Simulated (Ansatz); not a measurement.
Job for Ansatz (an electronic-structure program): R-PBE/def2-TZVPP on H7NSi2 (SMILES N[SiH2][SiH3]), a point of a torsion scan.

Ansatz 0.2 input:
```yaml
crystal:
  periodic: [false, false, false]
  atoms:
    - {symbol: N, position_ang: [-1.87520395, 0.19223388, -0.21249120]}
    - {symbol: Si, position_ang: [-0.48256957, -0.63465879, 0.39743500]}
    - {symbol: Si, position_ang: [1.57528714, 0.28135151, -0.13409456]}
    - {symbol: H, position_ang: [-2.09805963, 1.10120234, 0.15998489]}
    - {symbol: H, position_ang: [-2.03916044, 0.19231210, -1.20637154]}
    - {symbol: H, position_ang: [-0.72484859, -0.65982842, 1.84475009]}
    - {symbol: H, position_ang: [-0.64621875, -1.99000212, -0.14174631]}
    - {symbol: H, position_ang: [2.15439686, 1.07902742, 0.95336513]}
    - {symbol: H, position_ang: [1.52038377, 1.18901221, -1.28989725]}
    - {symbol: H, position_ang: [2.58020586, -0.73108396, -0.47299229]}
basis:
  gaussian:
    orbitals: def2-TZVPP
hamiltonian:
  xc: {name: PBE}
scf: {lower_state_search: off}
```

The log:

```
WARN ansatz: RAYON_NUM_THREADS=1 ignored (pool sized by the plan → 1); use --threads N
Functional definition: PBE
these checks for a lower state are left out or cut short: stability, starts, cluster_reference, orbital_swaps, neighbouring_geometries, increment
integrals: 0.12 GiB planned
1144 factors; their error is unknown
mean field: 0.85 GiB planned
mean field evaluation 1: about -17340.6433 eV, gradient 7.1e1 eV
mean field evaluation 2: about -17293.7979 eV, gradient 1.3e2 eV
mean field evaluation 4: about -17350.2479 eV, gradient 8.5e0 eV
mean field evaluation 8: about -17350.4616 eV, gradient 3.2e-1 eV
mean field evaluation 16: about -17350.4273 eV, gradient 1.2e-4 eV
mean field -17350.42731922 eV, -637.6164434394 hartree, gradient 3.8e-6 eV, S^2 0.000000; 0 other end points of the search recorded, 0 dependent functions left out
reference -17350.42736415 eV, -637.6164450904 hartree; 21, 21 occupied and 192, 192 virtual orbitals, 1144 factors
Total energy: -17350.42736415 eV, -637.6164450904 hartree
Checks for a lower state left out: stability, starts, cluster_reference, orbital_swaps, neighbouring_geometries, increment
```

The run converged.

Cost: roughly 1.6 core-seconds.
